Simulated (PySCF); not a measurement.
# Working out the excitation energy of Kr²⁺

Kr²⁺ [Ar] 3d10 4s2 4p4 (3P) → Kr²⁺ [Ar] 3d10 4s1 4p5 (3P). All numbers are calculated (PySCF 2.14, the spin-free X2C one-electron Hamiltonian (Gaussian nucleus), in x2c-TZVPPall (6s5p4d1f, 48 functions)). Frozen: [Ne]. Energies in hartree (1 hartree = 27.21139 eV):

| part | Kr²⁺ (lower) | Kr²⁺ (upper) |
| --- | --- | --- |
| UHF | -2786.844918 | -2786.230399 |
| MP2 opposite-spin | -0.194679 | -0.235410 |
| MP2 same-spin | -0.089190 | -0.090894 |

Task: What does Hartree-Fock give?

Result: (-2786.230399) − (-2786.844918) = 0.614519 hartree = 16.722 eV.

Task: What do MP2 and SCS-MP2 (6/5 opposite-spin, 1/3 same-spin) give?

Result: The opposite-spin parts differ by -1.108 eV and the same-spin parts by -0.046 eV. MP2: 16.722 + (-1.108) + (-0.046) = 15.568 eV. SCS-MP2: 16.722 + 1.2 × (-1.108) + (-0.046)/3 = 15.377 eV.
